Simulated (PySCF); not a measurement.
Compound: C9H11N.
SMILES with atom numbers: `[CH3:1]/[N:2]=[CH:3]\[C:4]1=[CH:5][CH:6]=[CH:7][C:8]12[CH2:9][CH2:10]2`

NICS is the negative of the GIAO shielding at a point without a nucleus: at the ring centre (0) and 1 Å above and below it (1); zz is the component along the ring normal. Level: GIAO PBE0/pcSseg-1 (PySCF, non-relativistic, gas phase) on the GFN2-xTB geometry, one conformer.

Rings: 1. C4–C5–C6–C7–C8; 2. C8–C9–C10.

```tsv
set	NICS(0)	NICS(1), two faces	NICS(1)zz, two faces
P	-42.6	-6.9 / -6.7	-21.8 / -21.6
Q	-3.7	-5.9 / -5.9	-12.5 / -12.8
```

Which set (ppm) belongs to which ring?

P = 2, Q = 1.
- 1 (5-membered carbocycle; formal bonds 2 double, 3 single): mean NICS(1)zz -12.6 ppm, shielded. C8 has four or more neighbours, so the value isn't read as a sign of a π ring current.
- 2 (3-membered carbocycle; formal bonds all single): mean NICS(1)zz -21.7 ppm, shielded. C8, C9, C10 have four or more neighbours; no verdict on aromaticity is drawn.

How do the rings differ in shape?

```tsv
ring	bond lengths (Å)	rms pucker (Å)	HOMA	nearest outside atom to a NICS(1) probe (Å)
1	1.363, 1.435, 1.347, 1.466, 1.484	0.00	–	hydrogen 2.45
2	1.520, 1.479, 1.520	0.00	–	hydrogen 1.45
```

Conformer computed: `[CH3:1]/[N:2]=[CH:3]\[C:4]1=[CH:5][CH:6]=[CH:7][C:8]12[CH2:9][CH2:10]2`: N2–C3–C4–C5 -24°.
